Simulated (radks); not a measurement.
Q: All-electron atom: Pt5+ in [Xe] 4f14 5d5 (the NIST ground configuration). All-electron calculation, Dirac Kohn-Sham, PBE, spin-unpolarised, spherical densities, finite nucleus; open shells are shared between the two j in proportion to 2j + 1; Fermi nuclear charge, rms radius 5.427 fm. Program: a radial shooting solver on a logarithmic mesh with Libxc functionals. Some entries of the table are withheld. Estimate them.

| orbital | occ. | eigenvalue (hartree) | r(max) (bohr) |
|---|---|---|---|
| 1s1/2 | 2 | -2878.990 | 0.01062 |
| 2s1/2 | 2 | -507.4995 | (1) |
| 2p1/2 | 2 | -486.6522 | 0.04532 |
| 2p3/2 | 4 | -423.1180 | 0.05259 |
| 3s1/2 | 2 | -121.1306 | (2) |
| 3p1/2 | 2 | -111.7409 | 0.1614 |
| 3p3/2 | 4 | -97.77384 | 0.1762 |
| 3d3/2 | 4 | -82.08945 | 0.1374 |
| 3d5/2 | 6 | -79.07856 | 0.1415 |
| 4s1/2 | 2 | -28.00469 | 0.3904 |
| 4p1/2 | 2 | -24.01444 | 0.3888 |
| 4p3/2 | 4 | -20.68772 | 0.4194 |
| 4d3/2 | 4 | -14.14035 | 0.4130 |
| 4d5/2 | 6 | -13.52144 | 0.4224 |
| 5s1/2 | 2 | -6.20120 | (3) |
| 4f5/2 | 6 | (4) | 0.3826 |
| 4f7/2 | 8 | (5) | 0.3872 |
| 5p1/2 | 2 | (6) | 0.9167 |
| 5p3/2 | 4 | (7) | 0.9933 |
| 5d3/2 | 2 | -2.52492 | 1.173 |
| 5d5/2 | 3 | -2.45389 | 1.202 |

A: 
(1) 2s1/2 r(max) (bohr): 0.06144
(2) 3s1/2 r(max) (bohr): 0.1729
(3) 5s1/2 r(max) (bohr): 0.8675
(4) 4f5/2 eigenvalue (hartree): -5.15569
(5) 4f7/2 eigenvalue (hartree): -5.02829
(6) 5p1/2 eigenvalue (hartree): -4.90671
(7) 5p3/2 eigenvalue (hartree): -4.32867
